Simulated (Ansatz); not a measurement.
`[C]#C[SiH](F)F` radical. The species carries charge 0 and has multiplicity 2.

```xyz
6

C     0.0976   -1.0813    2.2300
C     0.0297   -0.5659    1.1362
Si    0.0134    0.2572   -0.4776
F    -1.3458    1.0470   -0.6321
F     0.0671   -0.8426   -1.6101
H     1.1380    1.1856   -0.6464
```

Question: List the harmonic frequencies (cm⁻¹, unscaled) at PBE0-D4/def2-TZVP in Ansatz. (An estimate is asked.)

Answer: The calculation gave: 119, 146, 295, 316, 397, 650, 831, 835, 906, 980, 2175, 2323.

Question: Is this a minimum?

Answer: Yes, all 12 modes are real.

Question: Give the ideal-gas thermochemistry at 298.15 K and 1 bar (rigid rotor, harmonic oscillator; point group Cs, symmetry number 1).

Answer: Zero-point energy 59.6 kJ/mol; H(298) − E = 77.1 kJ/mol; entropy 324.8 J/(mol·K), of which translation 165.1, rotation 109.7, vibration 44.2, electronic 5.8; G(298) − E = -19.8 kJ/mol.

Question: Rotational constants (cm⁻¹)?

Answer: 0.2321, 0.1054, 0.07983.
